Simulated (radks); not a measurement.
As III, configuration [Ar] 3d9.75 4s2 4p1 5s0.25 (fractional occupations, a model configuration).

All-electron calculation, Dirac Kohn-Sham, OLYP, spin-unpolarised, spherical densities, finite nucleus; open shells fill j = l - 1/2 first; Fermi nuclear charge, rms radius 4.0968 fm. Program: a radial shooting solver on a logarithmic mesh with Libxc functionals.

Energy parts (hartree):
part                       energy
total                 -2260.41501
kinetic                2311.53472
electron-nucleus      -5428.00514
Hartree                 940.03373
exchange-correlation    -83.97832

Orbitals (lengths in bohr, moments of r in powers of bohr):
orbital  occ.  eigenvalue (hartree)      <r>       <r^4>  small-component weight
1s1/2       2             -431.4633  0.04550  0.00002000                1.43e-02
2s1/2       2             -55.64745   0.2025    0.004063                2.79e-03
2p1/2       2             -49.83206   0.1746    0.002833                2.77e-03
2p3/2       4             -48.48860   0.1783    0.003037                2.72e-03
3s1/2       2              -7.96025   0.5965      0.2689                6.52e-04
3p1/2       2              -6.00234   0.6073      0.3216                6.02e-04
3p3/2       4              -5.81641   0.6177      0.3439                5.86e-04
3d3/2       4              -2.46592   0.6624      0.6856                4.65e-04
3d5/2    5.75              -2.43840   0.6667      0.7040                4.61e-04
4s1/2       2              -1.28619    1.777       19.95                9.78e-05
4p1/2       1              -0.88866    2.077       39.49                7.25e-05
4p3/2       0              -0.87296    2.107       41.72                7.08e-05
5s1/2    0.25              -0.42163    4.373       657.7                2.31e-05
4d3/2       0              -0.39344    3.397       303.2                3.01e-05
4d5/2       0              -0.39239    3.408       306.8                3.00e-05
5p1/2       0              -0.32679    5.176        1286                1.80e-05
5p3/2       0              -0.32367    5.225        1332                1.77e-05

The highest occupied level is 5s1/2 at -11.473 eV. The configuration is held as typed, so some empty levels lie below it. The electron density at the nucleus is 3.555e+04 e/bohr^3.
